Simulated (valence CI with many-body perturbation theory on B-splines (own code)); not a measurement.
# Energy levels of Mo XXXVII

Computed by relativistic CI+MBPT: four valence electrons over a frozen Dirac-Fock core [He], a basis of 11 s, 11 p, 9 d, 7 f, 5 g, 2 h, 1 i functions for each j, with the one-electron correlation potential Σ1 (screened to all orders), the two-electron term Σ2, the three-electron term Σ3, Breit, model QED; selected single and double excitations, second order for the rest (own B-spline code, finite nucleus).

The last digits are not significant, and no measured levels were compared; by estimate large intervals hold to a few tenths of a per cent, small ones and those within an open d or f shell to about a per cent. Among the levels kept, up to 290 cm⁻¹ of a level comes from second order outside the variational space, and about a tenth of that is noise between levels of different J, which matters for small intervals.

Levels 91 to 108 of 108, with energies above the lowest level, (2s^2 2p1/2^2) J=0. "Leading %" is the weight of the configuration and term that name the level; weights of strongly mixed levels are sums over their largest components and can fall short. In the jj column 3d3/2^4 stands for four electrons in 3d with j = 3/2.

```tsv
No.	Configuration	Term	J	E (Ry)	Leading %	g	Second component	Leading jj
91	2s2p²3d	³F	3	235.26	36	1.298	24 % 2s2p²3d ⁵P	2s 2p1/2 2p3/2 3d5/2 (46 %)
92	2s2p²3d	⁵F	5	235.57	59	1.311	40 % 2s2p²3d ³G	2s 2p1/2 2p3/2 3d5/2 (93 %)
93	2s2p²3d	³D	1	235.61	36	1.032	31 % 2s2p²3d ³P	2s 2p1/2 2p3/2 3d5/2 (91 %)
94	2s2p²3p	³P°	1	235.79	42	1.310	22 % 2s2p²3p ³S°	2s 2p1/2 2p3/2 3p3/2 (93 %)
95	2s2p²3p	³P°	0	235.80	86		13 % 2s2p²3p ¹S°	2s 2p1/2 2p3/2 3p3/2 (97 %)
96	2s2p²3s	³P	2	235.80	35	1.294	26 % 2s2p²3s ¹D	2s 2p3/2^2 3s (80 %)
97	2s2p²3d	⁵D	3	235.83	35	1.308	27 % 2s2p²3d ³D	2s 2p1/2 2p3/2 3d3/2 (59 %)
98	2s2p²3d	⁵P	2	235.83	32	1.480	17 % 2s2p²3d ³D	2s 2p1/2 2p3/2 3d3/2 (74 %)
99	2s2p²3p	³D°	2	235.85	42	1.155	24 % 2s2p²3p ¹D°	2s 2p1/2 2p3/2 3p3/2 (90 %)
100	2s2p²3d	⁵P	1	236.00	54	2.074	18 % 2s2p²3d ³P	2s 2p1/2 2p3/2 3d3/2 (88 %)
101	2s2p²3p	³P°	1	236.19	57	1.279	15 % 2s2p²3p ¹P°	2s 2p1/2 2p3/2 3p3/2 (89 %)
102	2s2p²3d	³P	2	236.77	31	1.108	21 % 2s2p²3d ³D	2s 2p1/2 2p3/2 3d5/2 (75 %)
103	2s2p²3d	³D	3	236.90	60	1.251	20 % 2s2p²3d ¹F	2s 2p1/2 2p3/2 3d5/2 (77 %)
104	2s2p²3d	³F	4	237.15	53	1.192	27 % 2s2p²3d ¹G	2s 2p1/2 2p3/2 3d5/2 (71 %)
105	2s2p²3d	³D	1	237.27	56	0.847	19 % 2s2p²3d ³P	2s 2p1/2 2p3/2 3d5/2 (87 %)
106	2s2p²3d	³P	0	237.42	75		20 % 2s2p²3d ¹S	2s 2p1/2 2p3/2 3d5/2 (89 %)
107	2s2p²3d	³G	3	238.06	59	0.874	20 % 2s2p²3d ¹F	2s 2p1/2 2p3/2 3d3/2 (96 %)
108	2s2p²3d	³F	2	238.43	51	0.867	26 % 2s2p²3d ¹D	2s 2p1/2 2p3/2 3d3/2 (79 %)
```

Where two levels of one J and parity lie close, their mixing, g and order are uncertain.
